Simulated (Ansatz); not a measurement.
Ansatz (a quantum-chemistry and plane-wave program) input (CCSD(T)/def2-SVPD):

Ansatz 0.2 input:
```yaml
crystal:
  periodic: [false, false, false]
  atoms:
    - {symbol: Si, position_ang: [-0.00234685, -1.02789094, 0.06471352]}
    - {symbol: Br, position_ang: [-1.84068291, 0.23998298, 0.05791718]}
    - {symbol: Br, position_ang: [1.84281848, 0.22473148, -0.05075059]}
    - {symbol: H, position_ang: [-0.04188908, -1.87453277, -1.15681990]}
basis:
  gaussian:
    orbitals: def2-SVPD
magnetization: {spin_polarized: true, initial_magnetization: 1}
correlation: {method: ccsd_t, electrons: outside_noble_gas}
output: {forces: true}
```

End of the output:

```
integrals: 0.30 GiB planned
1095 factors; integrals over basis functions are off by at most 1.1e-3 eV
0.78 GiB of device memory are held for the factors and their scratch space
mean field: 1.00 GiB planned
mean field evaluation 1: about -147856.8920 eV, gradient 1.2e1 eV
mean field evaluation 2: about -147856.8950 eV, gradient 1.2e1 eV
mean field evaluation 4: about -147858.1666 eV, gradient 1.8e0 eV
mean field evaluation 8: about -147858.2364 eV, gradient 3.2e-3 eV
mean field evaluation 16: about -147858.2298 eV, gradient 2.7e-1 eV
mean field -147858.23636463 eV, -5433.6899644881 hartree, gradient 2.7e-6 eV, S^2 0.755647; 0 other end points of the search recorded, 0 dependent functions left out
33 core orbitals not correlated
reference -147858.23636463 eV, -5433.6899644881 hartree; 10, 9 occupied and 71, 72 virtual orbitals, 1095 factors
densities: 2.24 GiB planned
second order -8.95765111 eV of doubles, -0.00000000 eV of singles
coupled cluster: 1.25 GiB planned
cycle   1  -9.57914780 eV  change   -6.2e-1 eV  update   7.5e-2
cycle   2  -9.81474664 eV  change   -2.4e-1 eV  update   2.5e-2
cycle   3  -9.86266786 eV  change   -4.8e-2 eV  update   1.3e-2
cycle   4  -9.85946829 eV  change    3.2e-3 eV  update   5.0e-3
cycle   5  -9.85906055 eV  change    4.1e-4 eV  update   2.2e-3
cycle   6  -9.85962488 eV  change   -5.6e-4 eV  update   7.8e-4
cycle   7  -9.85982267 eV  change   -2.0e-4 eV  update   2.9e-4
cycle   8  -9.85984280 eV  change   -2.0e-5 eV  update   9.8e-5
cycle   9  -9.85982904 eV  change    1.4e-5 eV  update   4.4e-5
cycle  10  -9.85982375 eV  change    5.3e-6 eV  update   2.0e-5
cycle  11  -9.85982656 eV  change   -2.8e-6 eV  update   8.7e-6
cycle  12  -9.85982646 eV  change    9.9e-8 eV  update   3.7e-6
cycle  13  -9.85982671 eV  change   -2.4e-7 eV  update   1.3e-6
perturbative correction -0.31897807 eV, -0.0117222278 hartree
the calculation of the forces begins
0.78 GiB of device memory are held for the factors and their scratch space
Total energy: -147868.41516941 eV, -5434.0640286642 hartree
Atom 0 at    -0.002347    -1.027891     0.064714 Å, force    -0.000935    -0.178731    -0.006616 eV/Å
Atom 1 at    -1.840683     0.239983     0.057917 Å, force    -0.168231     0.112079     0.015846 eV/Å
Atom 2 at     1.842818     0.224731    -0.050751 Å, force     0.169794     0.110679     0.005874 eV/Å
Atom 3 at    -0.041889    -1.874533    -1.156820 Å, force    -0.000628    -0.044027    -0.015105 eV/Å
Dipole moment:    -0.001217    -0.207452    -0.012142 e Å
```

It need not be the lowest isomer of its formula.
